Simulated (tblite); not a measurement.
C5H6O2P (charge -1).
Cartesian coordinates in Å at the GFN2-xTB level; atoms count from 1:
```xyz
14
C5H6O2P angstrom
C      2.212    1.473    0.254
C      1.683    0.414    0.052
P      1.081   -1.252   -0.331
O      1.814   -2.242    0.505
O      1.033   -1.431   -1.807
C     -0.658   -1.041    0.347
C     -1.336    0.032   -0.393
C     -1.660    1.213    0.108
H      2.638    2.418    0.443
H     -0.603   -0.844    1.418
H     -1.126   -2.016    0.176
H     -1.510   -0.179   -1.441
H     -2.099    1.994   -0.494
H     -1.472    1.459    1.142
```

All values are computed: GFN2-xTB (tblite) harmonic vibrations without scaling, gas phase. Against measured fundamentals such values can be off by several per cent, at times by over 20. One conformer, not necessarily the lowest.

Harmonic wavenumbers (cm⁻¹): 53.8, 59.3, 97.7, 113.8, 148.2, 272.7, 298.1, 392.6, 408.3, 418.5, 455.7, 594.7, 605.9, 638.9, 648.3, 731.4, 793.6, 846.4, 956.9, 1006.1, 1038.6, 1091.2, 1147.5, 1187.0, 1238.7, 1285.6, 1415.9, 1448.1, 1701.3, 2206.7, 2917.6, 2973.7, 3053.9, 3072.6, 3090.7, 3324.7.

A = 2280, B = 1523, C = 1165 MHz; mass 129.011 u (most abundant isotopes); point group C1, symmetry number 1.

Zero-point energy?

Half the sum of the wavenumbers: 20867 cm⁻¹ = 249.63 kJ/mol.

Give the ideal-gas entropy at 350 K and 1 bar in the rigid-rotor, harmonic-oscillator model (classical rotation).

Translation 172.80, rotation 122.35, vibration 136.75: S = 431.9 J/(mol K).

And Cp and H(350 K) − H(0)?

Cp = 163.02 J/(mol K), of which vibrations give 129.76 (their classical limit is 36 R = 299.3); H(350 K) − H(0) = 35.93 kJ/mol without the zero-point energy, 24.29 from vibrations.

Blend soft modes into free rotors: weight 1/[1 + (100 cm⁻¹/ν̃)⁴] for the oscillator and the rest for a rotor with moment μB/(μ + B), μ = h/(8π²ν), B = 10⁻⁴⁴ kg m². What vibrational entropy results?

123.90 J/(mol K) in place of 136.75, which changes −T·S at 350 K by +4.50 kJ/mol.

How do the functions run with temperature in this model?

```tsv
T (K)	S (J/(mol K))	Cp (J/(mol K))	H − H(0) (kJ/mol)	G − H(0) (kJ/mol)	ln q(vib)
50	244.8	57.3	2.15	-10.09	0.55
100	290.7	76.7	5.52	-23.55	1.84
298.15	407.0	147.3	27.88	-93.48	6.85
373.15	442.6	169.5	39.78	-125.36	8.65
500	496.5	199.4	63.27	-184.99	11.57
750	585.4	238.5	118.42	-320.66	16.87
1000	657.7	263.6	181.39	-476.33	21.59
```

q(vib) and H(0) count from the zero-point level.

What must be added to the electronic energy to get the Gibbs energy at 350 K and 1 bar?

ZPE + [H(350 K) − H(0)] − T·S = 249.63 + 35.93 − 151.17 = 134.39 kJ/mol.

Which modes carry the vibrational entropy at 350 K?

53.8 cm⁻¹: 20.88; 59.3 cm⁻¹: 20.07; 97.7 cm⁻¹: 15.95; 113.8 cm⁻¹: 14.71; 148.2 cm⁻¹: 12.56; 272.7 cm⁻¹: 7.79 J/(mol K); the other 30 give 44.79 together.

Hindered rotation and anharmonicity are outside this model. Other conformers, if any are populated, would add a mixing term that is left out. The structure is chiral; the term R ln 2 for an equal mix with its mirror image is left out.

Run on an Arm Neoverse V1 with one thread, on a shared host. The figure is for the frequency step alone.
